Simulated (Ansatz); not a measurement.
Stretching the Al1–H2 bond in AlFH2 (SMILES [F][AlH2]) (multiplicity 1 held, fragments rigid). Energies count from the point at 1.570 Å.
Geometry at that point (charge 0, multiplicity 1):
```xyz
4

Al    -0.247    -0.479     0.158
H      0.471    -1.312     1.279
H     -1.589    -0.859    -0.560
F      0.481     0.933    -0.309
```

R- and RO- levels are restricted; in cc, def2 and unpolarised 6-31G sets they are followed outwards from rest. U- levels take the lowest unrestricted solution at each point, which mixes spins at long bonds. Active spaces are followed from a long bond inwards. Levels need not reach the same state.

Correlated levels freeze the cores.

The values were computed with Ansatz (Gaussian basis) for Hartree–Fock, density functionals and correlated methods. Each number belongs to the level named beside it.

Energies in kJ/mol.

| R (Å) | U-CCSD/cc-pV(D+d)Z | R-CCSD(T)/cc-pV(D+d)Z | U-CCSD(T)/cc-pV(D+d)Z | FIC-MRCISD on CASSCF(2,2)/cc-pV(D+d)Z | FIC-MRCISD+Q on CASSCF(2,2)/cc-pV(D+d)Z |
|---|---|---|---|---|---|
| 1.256 | 106 | 107 | 107 | 107 | 106 |
| 1.413 | 21 | 21 | 21 | 22 | 21 |
| 1.570 | 0 | 0 | 0 | 0 | 0 |
| 1.727 | 14 | 13 | 13 | 13 | 13 |
| 1.884 | 45 | 45 | 45 | 44 | 45 |
| 2.119 | 107 | 106 | 106 | 104 | 106 |
| 2.355 | 171 | 168 | 168 | 166 | 168 |
| 2.747 | 262 | 254 | 256 | 251 | 254 |
| 3.140 | 321 | 308 | 315 | 305 | 308 |
| 3.611 | 348 | 336 | 346 | 337 | 340 |
| 4.239 | 355 | 340 | 354 | 350 | 353 |
| 5.024 | 356 | 334 | 355 | 354 | 356 |

Doubts at one or more of the structures used: a spin-contaminated determinant (U-CCSD/cc-pV(D+d)Z, U-CCSD(T)/cc-pV(D+d)Z); T1 above 0.05 (U-CCSD/cc-pV(D+d)Z, R-CCSD(T)/cc-pV(D+d)Z, U-CCSD(T)/cc-pV(D+d)Z); a restricted determinant that unrestricted orbitals would lower (R-CCSD(T)/cc-pV(D+d)Z); other coupled-cluster roots lie near (R-CCSD(T)/cc-pV(D+d)Z).

Ansatz is an electronic-structure program.
